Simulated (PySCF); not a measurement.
HSE06 on Se⁻ (selenium, charge -1), [Ar] 3d10 4s2 4p5, 2P determinant. Calculation: PySCF 2.14, in aug-cc-pVQZ-PP with one added diffuse shell each of s, p, d, f, g type with ECP10MDF (8s7p6d4f3g, 114 functions); a scalar-relativistic core potential.

```
cycle= 1 E= -373.16546198674  delta_E= -0.00863  |g|= 0.0577  |ddm|= 0.807
cycle= 2 E= -373.165728223422  delta_E= -0.000266  |g|= 0.0424  |ddm|= 0.156
cycle= 3 E= -373.165936132053  delta_E= -0.000208  |g|= 0.00402  |ddm|= 0.0776
cycle= 4 E= -373.165944088619  delta_E= -7.96e-06  |g|= 0.00215  |ddm|= 0.0181
cycle= 5 E= -373.165947991591  delta_E= -3.9e-06  |g|= 0.00019  |ddm|= 0.00697
cycle= 6 E= -373.165948071145  delta_E= -7.96e-08  |g|= 2.9e-05  |ddm|= 0.000854
cycle= 7 E= -373.165948073876  delta_E= -2.73e-09  |g|= 2.73e-06  |ddm|= 0.000185
cycle= 8 E= -373.165948073892  delta_E= -1.61e-11  |g|= 2.4e-07  |ddm|= 1.42e-05
converged SCF energy = -373.165948073892  <S^2> = 0.75483544  2S+1 = 2.0048296
```

Highest occupied orbital energy: 0.429 eV; ⟨L²⟩ = 2.03; populations by l: s 4.00, p 11.00, d 10.00, f 0.00.

(1) Can this result be used?

Results:

(1) With care. The calculation finished and met its thresholds. Energies and moments cover only the electrons outside the core potential. At HSE06 the highest occupied level has a positive energy, so only the finite basis holds that electron; in a semilocal or global hybrid functional this comes from self-interaction and does not mean that the real anion is unbound.
